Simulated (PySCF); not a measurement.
**Electron correlation in Si (silicon, neutral)**

[Ne] 3s2 3p2, high-spin 3P determinant. Computed with PySCF 2.14 in def2-SVP (4s3p1d, 18 functions), with the non-relativistic Hamiltonian (point nucleus). Frozen: [Ne]; 4 electrons correlated.

MP2 pair energies summed by pair of shells (mhartree):

| pair | energy | share (%) |
| --- | --- | --- |
| 3s-3p | -25.36 | 58.3 |
| 3s-3s | -14.08 | 32.4 |
| 3p-3p | -4.05 | 9.3 |

Total MP2 correlation energy: -43.49 mhartree.

Same-spin part -6.91 and opposite-spin part -36.58 mhartree; SCS-MP2 scales them by 1/3 and 6/5 to -46.20 mhartree.

```
  level  correlation energy (mhartree)
   CCSD                         -61.46
    (T)                          -0.98
CCSD(T)                         -62.44
```

Diagnostics: T1 = 0.010, D1 = 0.0230, largest double amplitude 0.112.

**Question.** Is a single reference adequate?

**Answer.** Mostly. T1 lies below 0.03, but a double amplitude of this size points to a near-degeneracy that CCSD handles and MP2 describes poorly.
